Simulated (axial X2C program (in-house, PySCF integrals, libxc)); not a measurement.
ZrCN⁺: properties at the nuclei

Computed with an axial X2C code built on PySCF integrals: two-component X2C with atomic mean-field Coulomb and Gaunt terms, Gaussian nuclei, basis Zr dyall-v3z, C dyall-v3z, N dyall-av3z with contracted cores.

Zr–C–N held linear, with bonds 2.128 and 1.164 Å (near the PBE0 minimum at charge 1 of the determinant lowest at the starting distance; the state shown can have its own minimum elsewhere, held linear; other orders of the atoms were not compared).

Determinant lowest in the PBE0 search, Ω = 2 (⟨Sz⟩ = -1.00, ⟨Lz⟩ = 3.00 at PBE0), spin on the atoms Zr -0.99, C 0.06, N -0.06:

| level | Eeff magnitude (GV/cm) | Ws magnitude Zr (kHz) | A∥/gI Zr (MHz) | qzz Zr (a.u.) | A∥/gI C (MHz) | qzz C (a.u.) | A∥/gI N (MHz) | qzz N (a.u.) |
| --- | --- | --- | --- | --- | --- | --- | --- | --- |
| PBE0 | 0.132 | 0.0198 | 530 | -1.06 | 9.69 | -0.51 | 21.2 | -1.30 |
| HF | 0.423 | 0.0829 | 553 | -1.08 | 17.1 | -0.60 | 13.6 | -1.47 |
| BHandHLYP | 0.1 | 0.0092 | 523 | -1.08 | 6.37 | -0.57 | 18.9 | -1.41 |

Determinant 0.01 eV from it at PBE0 and this distance, Ω = 1 (⟨Sz⟩ = -0.99, ⟨Lz⟩ = 1.99 at PBE0), spin on the atoms Zr -1.02, C 0.00, N 0.02:

```tsv
level	Eeff magnitude (GV/cm)	Ws magnitude Zr (kHz)	A∥/gI Zr (MHz)	qzz Zr (a.u.)	A∥/gI C (MHz)	qzz C (a.u.)	A∥/gI N (MHz)	qzz N (a.u.)
PBE0	0.383	0.186	-1020	-1.04	15.7	-0.49	-4.73	-1.40
HF	0.593	0.298	-804	-1.76	14.2	-0.57	-9.47	-1.53
BHandHLYP	0.602	0.295	-984	-1.28	14.3	-0.53	-5.38	-1.49
```

Eeff is the effective electric field on the electron electric dipole moment in this Ω state and Ws the scalar–pseudoscalar constant of the nucleus named (defined with the proton number Z and per Ω); A∥ (defined per Ω) follows by multiplying with gI = μI/(I μN); qzz is the electric field gradient, eQq0 = 234.96 MHz × Q/barn × qzz. The operators were transformed with the bare-nucleus X2C matrices; with these basis sets, hyperfine constants and field gradients can be off by tens of per cent, and where levels differ in sign neither size nor sign is settled.

Q: With gI(91Zr) = -0.5214, Q(91Zr) = -0.176 barn, gI(14N) = 0.4038, Q(14N) = 0.02044 barn (g factors from the IAEA table of nuclear moments by Stone; Q from Pyykkö, Mol. Phys. 2018), turn the PBE0 values of the first state into constants in MHz.

A: A∥(91Zr) = 530 × -0.5214 = -276 MHz; eQq0(91Zr) = 234.96 × (-0.176) × (-1.06) = 43.8 MHz; A∥(14N) = 21.2 × 0.4038 = 8.56 MHz; eQq0(14N) = 234.96 × (0.02044) × (-1.30) = -6.24 MHz.

The molecule was held linear; bending was not examined, so a bent shape may lie lower.

Each state is one determinant with collinear spin, which with several unpaired electrons need not be a pure state. Unrestricted Hartree–Fock can overshoot spin polarisation at the nuclei. With several open shells hyperfine constants can be off by a factor of several. Where Eeff spreads by more than a factor of two the levels disagree and none is to be relied on. Open-shell Ω = 0 determinants with evenly filled partner blocks cannot be reached by this program, so the Ω shown need not be the lowest component. States lie within half an eV, so the first need not be the ground state. Where a field gradient or hyperfine factor spreads by more than a factor of two over the levels, a constant derived from it is not to be relied on. PBE0 term energies can be off by some tenths of an eV.
